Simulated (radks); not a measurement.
The numbers below are computed, except where a source is named.
Neutral oxygen inside a hard spherical wall (all orbitals vanish at R), configuration held at [He] 2s2 2p4 and not refilled when levels cross. Code: a radial shooting solver on a logarithmic mesh with Libxc functionals. Model: scalar-relativistic Kohn-Sham, PBE, spin-polarised, spherical densities, finite nucleus; open shells are filled with parallel spins first; Fermi nuclear charge, rms radius 2.6991 fm. Eigenvalues in eV for spin up, with the zero of energy where the potential of the charges vanishes at infinity; a dash marks a level that is unbound or too diffuse for the functional's potential to be trusted. A positive occupied level is held by the wall or, in an anion where self-interaction has pushed it up, behind a barrier. The pressure on the wall is -dE/dV.

R (bohr)  E (hartree)  kinetic (hartree)    e(1s)    e(2s)    e(2p)  e(3s, empty)  e(3p, empty)  pressure (GPa)
free        -75.05759             74.959  -514.81  -25.216  -10.224             -             -               0
20          -75.05759             74.959  -514.81  -25.216  -10.224             -             -        < 0.0001
12          -75.05759             74.959  -514.81  -25.216  -10.224             -             -        < 0.0001
8           -75.05754             74.959  -514.81  -25.209  -10.217         0.793         2.873         0.00297
7           -75.05734             74.961  -514.78  -25.190  -10.197         1.503         3.996          0.0193
6           -75.05632             74.970  -514.68  -25.118  -10.124         2.896         5.987           0.134
5           -75.05100             75.006  -514.31  -24.865   -9.853         5.883         9.838            1.04
4           -75.02067             75.181  -512.91  -23.960   -8.845        13.137        18.195            9.62
3.5         -74.96585             75.459  -511.06  -22.796   -7.512        20.748        26.255            32.7
1.5         -68.50017             93.561  -446.28   35.004   50.317        270.77        240.68           17500
